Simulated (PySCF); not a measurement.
# C₆ coefficients of unlike pairs at BHandHLYP

Calculated with PySCF 2.14 from the dipole response of each species, C₆(A,B) = (3/π) ∫ α_A(iu) α_B(iu) du, in atomic units, from isotropic polarisabilities. For ions this is the dispersion term alone; charge-induced terms of lower order in 1/R come first.

```json
{"species": "W⁺", "configuration": "[Xe] 4f14 5d4 6s1 (6D)", "basis": "def2-QZVPPD with the def2 core potential (60 electrons) (7s6p4d3f2g)", "relativity": "core potential", "α (bohr³)": "37.35", "C₆ (like pair)": "318.9"}
{"species": "Ag", "configuration": "[Kr] 4d10 5s1 (2S)", "basis": "def2-QZVPPD with the def2 core potential (28 electrons) (7s5p4d4f2g)", "relativity": "core potential", "α (bohr³)": "53.32", "C₆ (like pair)": "414.5"}
{"species": "S²⁺", "configuration": "[Ne] 3s2 3p2 (3P)", "basis": "dyall-av2z (13s9p2d)", "relativity": "none", "α (bohr³)": "7.330", "C₆ (like pair)": "26.88"}
{"species": "Zn²⁺", "configuration": "[Ar] 3d10 (1S)", "basis": "aug-cc-pVQZ-PP with ECP10MDF (7s7p6d4f3g2h)", "relativity": "core potential", "α (bohr³)": "2.509", "C₆ (like pair)": "6.537"}
```

Task: Estimate C₆ for Zn²⁺ with S²⁺.

Result: The integral gives 12.11. The combination rule 2 C_A C_B / (C_A α_B/α_A + C_B α_A/α_B) gives 12.42 and the geometric mean 13.26.

No spin-orbit coupling is included.

The other pairs:

| pair | C₆ |
| --- | --- |
| Zn²⁺, W⁺ | 37.88 |
| S²⁺, W⁺ | 88.78 |
| Ag, W⁺ | 358.6 |
| S²⁺, Ag | 95.71 |
| Zn²⁺, Ag | 40.15 |
